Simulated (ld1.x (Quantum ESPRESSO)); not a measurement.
## How hard is this Cs PAW potential?

- Element: caesium
- Generator: ld1.x (Quantum ESPRESSO) 7.5
- Type: PAW
- Functional: PBE
- Relativity: scalar-relativistic
- Frozen core: [Kr] 4d10
- Valence charge: 9
- Reference configuration: 5s2 5p6 5d0 6s0.5 6p0.5
- Partial waves: 5s (bound): rcut 2.25, rcutus 2.40 bohr; 6s (bound): rcut 2.25, rcutus 2.40 bohr; 5p (bound): rcut 3.05, rcutus 3.50 bohr; 6p (bound): rcut 3.05, rcutus 3.50 bohr; 5d (bound, empty): rcut 3.50, rcutus 4.70 bohr; 5d channel at 1.35 Ry: rcut 3.50, rcutus 4.70 bohr
- Local potential: all-electron potential smoothed inside 3.80 bohr (lloc = -1)
- Core correction: Bessel-smoothed model core inside 1.85 bohr
- Augmentation charge: BESSEL, radius 2.50 bohr

The pseudo-atom Hamiltonian at the reference potential is diagonalised in spherical Bessel functions j_l(qr) that vanish at 20 bohr, with q² up to the cutoff. All-electron valence levels (Ry): 5s -2.0123, 6s -0.1773, 5p -1.0400, 6p -0.0766, 5d -0.0558.

Problem. How do the lowest levels (Ry) of each channel move with the cutoff, and are there ghosts?

Solution.

| cutoff (Ry) | s #1 | s #2 | s #3 | p #1 | p #2 | p #3 | d #1 | f #1 | f #2 | Σ f·Δε (mRy) |
| --- | --- | --- | --- | --- | --- | --- | --- | --- | --- | --- |
| 8 | -2.0109 | -0.1769 | -0.0092 | -1.0398 | -0.0732 | 0.0408 | -0.0556 | 0.0566 | 0.1691 | 5.7 |
| 10 | -2.0121 | -0.1771 | -0.0092 | -1.0398 | -0.0756 | 0.0386 | -0.0556 | 0.0566 | 0.1691 | 1.5 |
| 12 | -2.0122 | -0.1772 | -0.0093 | -1.0399 | -0.0760 | 0.0382 | -0.0556 | 0.0566 | 0.1691 | 0.5 |
| 15 | -2.0122 | -0.1772 | -0.0093 | -1.0399 | -0.0760 | 0.0382 | -0.0556 | 0.0566 | 0.1691 | 0.3 |
| 18 | -2.0122 | -0.1773 | -0.0093 | -1.0400 | -0.0761 | 0.0381 | -0.0556 | 0.0566 | 0.1691 | 0.1 |
| 400 | -2.0123 | -0.1773 | -0.0093 | -1.0400 | -0.0761 | 0.0381 | -0.0556 | 0.0566 | 0.1691 | 0.0 |

Result: no extra level below or beside the all-electron valence levels (s, p, d, f tested); 10 mRy is reached at 8 Ry and 1 mRy at 12 Ry.

Test run stopped at test 6 of 7 (negative rho).
